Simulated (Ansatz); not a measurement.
`C[N](C)[Mg][NH2]` and `C[N](C)[SbH2]` differ in one atom or group.

Ansatz, PBE0-D4/def2-TZVP geometries, multiplicity 1. Each molecule was computed in one conformer, which needn't be the lowest.

Elements past krypton have def2 core potentials.  Spin–orbit coupling is left out; it splits and shifts lone-pair levels of the heavy atoms by tenths of an eV.

```
                                                                                  property  `C[N](C)[Mg][NH2]`
                                                     HOMO energy (ωB97M-V/def2-TZVPP) / eV               -7.66
ideal-gas entropy at 298 K and 1 bar (rigid rotor, harmonic PBE0-D4/def2-TZVP) / J/(mol·K)                 367
                                          size of the dipole moment (B3LYP/def2-TZVPP) / D                0.61
                                                         HOMO energy (PBE/def2-TZVPP) / eV               -4.15
                                        size of the dipole moment (ωB97M-V/def2-TZVPP) / D                0.60
                                                      HOMO–LUMO gap (PBE0/def2-TZVPP) / eV                4.53
```

**Question.** What does the change do to each property? (Best estimate.)

**Answer.** The calculation gave: 
```json
{"property": "HOMO energy (ωB97M-V/def2-TZVPP) / eV", "`C[N](C)[SbH2]`": "-8.09", "shift": "-0.43"}
{"property": "ideal-gas entropy at 298 K and 1 bar (rigid rotor, harmonic PBE0-D4/def2-TZVP) / J/(mol·K)", "`C[N](C)[SbH2]`": "343", "shift": "-24"}
{"property": "size of the dipole moment (B3LYP/def2-TZVPP) / D", "`C[N](C)[SbH2]`": "0.85", "shift": "0.24"}
{"property": "HOMO energy (PBE/def2-TZVPP) / eV", "`C[N](C)[SbH2]`": "-4.71", "shift": "-0.56"}
{"property": "size of the dipole moment (ωB97M-V/def2-TZVPP) / D", "`C[N](C)[SbH2]`": "0.80", "shift": "0.20"}
{"property": "HOMO–LUMO gap (PBE0/def2-TZVPP) / eV", "`C[N](C)[SbH2]`": "5.24", "shift": "0.71"}
```

With PBE0 the HOMO falls by 0.55 eV and the LUMO rises by 0.15 eV, so the gap widens by about 0.70 eV. PBE moves the HOMO by -0.56 eV and ωB97M-V by -0.43 eV. The zero-point energy changes by -26.1 kJ/mol with -3 modes. Dipoles are sizes alone; their direction can turn.

B3LYP here is the variant with VWN-RPA as its local correlation; programs differ in this.
